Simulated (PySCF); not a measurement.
# What a mistake does to a calculation on BGeH6NSi

Calculated results; nothing here was measured. They come from PySCF 2.14.0, an open-source quantum chemistry program, on an isolated molecule that a program drew, which may never have been made. The molecule is BGeH6NSi (charge 0, singlet), drawn as the SMILES string `B[N]=[GeH][SiH3]`.

Each row is a Hartree-Fock (HF) and frozen-core CCSD(T) single point in the cc-pV(D+d)Z basis, meant for a local HF minimum. Run 1 is clean. Each other run has one planted mistake out of seven kinds, and not every kind appears here: one electron removed, one electron added, multiplicity raised by two, geometry at a saddle point, minimal basis STO-3G, one bond length entered in bohr, all coordinates scaled. The reference is restricted for singlets and unrestricted otherwise, and also for a bond in bohr. Adding or removing an electron swaps singlet and doublet. Electrons count all cores. HOMO and LUMO are orbital energies over both spins, the gradient is its largest component, and the lowest frequency (negative if imaginary) is given only where the gradient is small. Bond lengths are over the 9 bonds as drawn. T1 is the CCSD diagnostic: over 0.02 (restricted) or 0.045 (unrestricted) a single reference is doubtful. Germanium has the cc-pVDZ-PP basis, with a core potential (ECP10MDF) in place of its 10 inner electrons, and its 3s, 3p and 3d shells are frozen in CCSD(T).

Geometry of the clean run:
```xyz
10
BGeH6NSi, angstrom
B    -3.0214   -3.1059    0.3537
N    -1.8663   -2.3647    0.2482
Ge   -0.5055   -1.4232    0.1026
Si   -0.6240    0.8607   -0.6201
H    -3.4274   -3.7431   -0.5899
H    -3.6412   -3.1277    1.3914
H     0.8487   -2.0449    0.4422
H    -2.0400    1.1842   -0.8734
H     0.1829    1.0104   -1.8502
H    -0.0644    1.7230    0.4428
```

| run | electrons | basis functions | <S^2> | HOMO (eV) | LUMO (eV) | gradient (hartree/bohr) | lowest frequency (cm^-1) | mean bond (Å) | longest bond (Å) | T1 | HF (hartree) | CCSD(T) (hartree) | mistake |
|---|---|---|---|---|---|---|---|---|---|---|---|---|---|
| 1 | 64 | 104 | 0.000 | -9.13 | 1.11 | 1.3e-05 | 49 | 1.5349 | 2.398 | 0.0199 | -664.90676 | -665.42934 | no fault |
| 2 | 63 | 104 | 0.766 | -16.14 | -6.68 | 7.9e-02 | - | 1.5349 | 2.398 | 0.0383 | -664.63357 | -665.10429 | one electron removed |
| 3 | 64 | 104 | 1.173 | -8.46 | 0.18 | 2.8e-02 | - | 1.6860 | 2.888 | 0.0550 | -664.81737 | -665.32320 | one bond length entered in bohr |
| 4 | 64 | 104 | 2.039 | -6.88 | 0.03 | 1.2e-01 | - | 1.5349 | 2.398 | 0.0257 | -664.85411 | -665.32916 | multiplicity raised by two |
| 5 | 64 | 104 | 0.000 | -9.20 | 1.19 | 1.6e-02 | - | 1.5088 | 2.358 | 0.0193 | -664.90369 | -665.42267 | all coordinates scaled |
| 6 | 65 | 104 | 0.779 | -0.64 | 7.36 | 6.4e-02 | - | 1.5349 | 2.398 | 0.0181 | -664.89803 | -665.42605 | ? |

**Which mistake was planted in run 6, and what did it cost?**

It counts 65 electrons, one more than the clean run, at the same geometry and basis. So the mistake is: one electron added. Subtracting run 1 and multiplying by 627.51 kcal/mol a hartree, the energy moved by 5.5 kcal/mol in HF and 2.1 kcal/mol in CCSD(T).

Cautions from the logs. Run 3: T1 is over the limit, so its CCSD(T) energy is less reliable; run 6: the added electron raises the CCSD(T) energy, so it isn't bound in this basis.
